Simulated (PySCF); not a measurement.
# Static response to an electric field

Iron tetrafluoride, FeF4 (singlet state).
Atom-mapped SMILES: `[F:1][Fe:2]([F:3])([F:4])[F:5]`

Geometry (PBE0-D3(BJ)/def2-SVP, Å), atoms numbered from 1 in this order:
```xyz
5
FeF4 angstrom
F     -1.3555   -0.0074   -0.9682
Fe     0.0068   -0.0075   -0.0073
F      1.3693   -0.0175   -0.9678
F      0.0109    1.3622    0.9434
F      0.0021   -1.3638    0.9619
```

Level: B3LYP/def2-SVPD (PySCF), static field, nuclei fixed, core orbitals frozen in the response. The polarisability tensor in these axes (au):

```
x   35.05 -0.01  0.00
y   -0.01 35.07 -0.01
z    0.00 -0.01 34.95
```

Question: Give the principal values, the mean and the anisotropy Δα = √{½[(α1 − α2)² + (α2 − α3)² + (α1 − α3)²]}.

Answer: Principal values 34.95, 35.05 and 35.07 au; mean 35.02 au = 5.19 Å³ = 5.77 × 10⁻⁴⁰ C²·m²/J; Δα = 0.11 au (0 % of the mean). Point group Td makes the tensor isotropic, so any spread comes from the grid or from a geometry that is symmetric only within 0.08 Å.

Question: What is the dipole moment?

Answer: 0.01 D; point group Td allows none, and the residue is numerical.

Question: What would n − 1 = 2πNα be for an ideal gas of these molecules at 273.15 K and 1 atm, electronic part alone?

Answer: N = p/kT = 2.6868 × 10¹⁹ cm⁻³, so n − 1 = 2π × N × 5.19 × 10⁻²⁴ cm³ = 876 × 10⁻⁶ at long wavelengths.

Question: Find the Langevin capture rate constant for H3+ (3.023 u) meeting this molecule (131.929 u), k = 2.342 × 10⁻⁹ cm³/s × √(α in Å³ / reduced mass in u).

Answer: The reduced mass is 2.96 u, so k = 3.10 × 10⁻⁹ cm³/s.

Question: Sum over states: ᾱ = Σ f/ω², ω in Eh. What share falls to these 10 lowest TDDFT singlets (eV, f)? 1.20, 0.0000; 1.20, 0.0000; 1.21, 0.0000; 1.91, 0.0023; 1.91, 0.0023; 1.93, 0.0023; 4.87, 0.0000; 4.88, 0.0000; 4.95, 0.0000; 4.96, 0.0000.

Answer: They add up to 1.39 au, 4.0 % of the 35.02 au; the largest single term is 0.47 au, from the state at 1.91 eV. Terms in order: 0.00, 0.00, 0.00, 0.47, 0.46, 0.46, 0.00, 0.00, 0.00, 0.00 au. Higher excitations give the rest. The strengths listed sum to 0.007.

Question: What molar refraction does this α imply?

Answer: Lorentz–Lorenz: R = (4π/3)N_A α = 2.5225 cm³/(mol·Å³) × 5.19 Å³ = 13.1 cm³/mol, in the limit of long wavelengths.

Isolated species at its PBE0-D3(BJ)/def2-SVP geometry, gas phase.
